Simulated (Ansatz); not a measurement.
Basis-set extrapolation for H5NO3Si (`N[Si](O)(O)O`) (PBE0-D4/def2-TZVP geometry, frozen core, Ansatz 0.2.0). Multiplicity 1, RHF reference.

```
                      def2-TZVPP   def2-QZVPP
                 HF  -571.242697  -571.266540
    MP2 correlation    -1.051335    -1.136849
CCSD(T) correlation    -1.106104    -1.186936
```

Energies in hartree. Use E(X) = E(∞) + A·exp(−7.88·√X) for Hartree–Fock and E(X) = E(∞) + B·X^(−2.97) for correlation, with X = 3 and 4.

Problem. What is the CCSD(T) energy at the basis-set limit?

Solution. HF limit: -571.266540 + (-0.023843) × 0.13774 = -571.26982. Correlation limit: -1.186936 + (-0.080832) × 0.74074 = -1.24681. Total: -572.51663 hartree, 440.6 kJ/mol below CCSD(T)/def2-TZVPP.
